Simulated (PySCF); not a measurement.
# Circular dichroism: `N#CC([SiH3])=C=C[SiH3]`, C4H7NSi2

Geometry:
```
atom   x (Å)   y (Å)   z (Å)
  N1   1.167   3.161   1.109
  C2   0.990   2.076   0.736
  C3   0.845   0.722   0.310
 Si4   2.239  -0.510   0.677
  C5  -0.241   0.316  -0.325
  C6  -1.313  -0.133  -0.912
 Si7  -2.764  -0.818   0.072
  H8   2.411  -0.635   2.153
  H9   3.507  -0.018   0.067
 H10   1.838  -1.816   0.082
 H11  -1.366  -0.099  -2.009
 H12  -3.005  -2.236  -0.329
 H13  -2.431  -0.742   1.522
 H14  -3.989  -0.020  -0.227
```

Theory: TDDFT CAM-B3LYP/aug-cc-pVDZ circular dichroism and optical rotation, one conformer, gas phase in PySCF 2.14.0. Geometry: PBE0-D3(BJ)/def2-SVP.

No stereocentre is labelled: unless the shape is locked (an allene, a helicene, a hindered biaryl), the mirror image is equally populated and a measured rotation or CD is zero. Singlets 10 and 11 lie within 0.01 eV of each other, so their separate moments and overlaps can depend on how they mix.

Q: List the lowest 12 singlet excitations with oscillator and rotatory strengths.

A: Rotatory strengths R in 10⁻⁴⁰ esu² cm², velocity form and length form (origin at the centre of mass); f in length form.
| state | E (eV) | λ (nm) | f | R (velocity) | R (length) | main |
| --- | --- | --- | --- | --- | --- | --- |
| 1 | 5.32 | 233 | 0.002 | -3.7 | -3.8 | HOMO−1→LUMO 0.82 |
| 2 | 5.57 | 222 | 0.0009 | -2.9 | -3.2 | HOMO→LUMO+1 0.76, HOMO−1→LUMO 0.08 |
| 3 | 5.98 | 207 | 0.405 | -13.6 | -14.4 | HOMO→LUMO 0.86 |
| 4 | 6.49 | 191 | 0.0001 | +1.8 | +1.8 | HOMO−2→LUMO 0.70 |
| 5 | 6.67 | 186 | 0.004 | +5.1 | +5.1 | HOMO→LUMO+2 0.41, HOMO→LUMO+5 0.21 |
| 6 | 6.89 | 180 | 0.644 | +99.7 | +98.7 | HOMO−1→LUMO+1 0.72, HOMO−1→LUMO+2 0.09 |
| 7 | 6.93 | 179 | 0.011 | -1.4 | -1.3 | HOMO→LUMO+2 0.35, HOMO→LUMO+12 0.17 |
| 8 | 7.12 | 174 | 0.066 | -73.7 | -73.8 | HOMO−1→LUMO+2 0.70 |
| 9 | 7.52 | 165 | 0.162 | +16.6 | +16.7 | HOMO→LUMO+6 0.23, HOMO→LUMO+3 0.19 |
| 10 | 7.70 | 161 | 0.099 | -8.8 | -9.6 | HOMO→LUMO+5 0.28, HOMO→LUMO+3 0.16 |
| 11 | 7.70 | 161 | 0.057 | -7.6 | -8.0 | HOMO→LUMO+3 0.26, HOMO→LUMO+9 0.13 |
| 12 | 7.79 | 159 | 0.035 | +34.6 | +35.1 | HOMO→LUMO+4 0.42, HOMO→LUMO+6 0.21 |

Among the states computed, the strongest CD band (largest |R|) is state 6. The largest dissymmetry factor in size, g = 4R/(D+G), with D and G the electric and magnetic dipole strengths, is +0.15 for state 4 (velocity form, f = 0.0001), among bands with |R| over 0.5. The mirror image has the same energies and oscillator strengths and all R with the opposite sign.
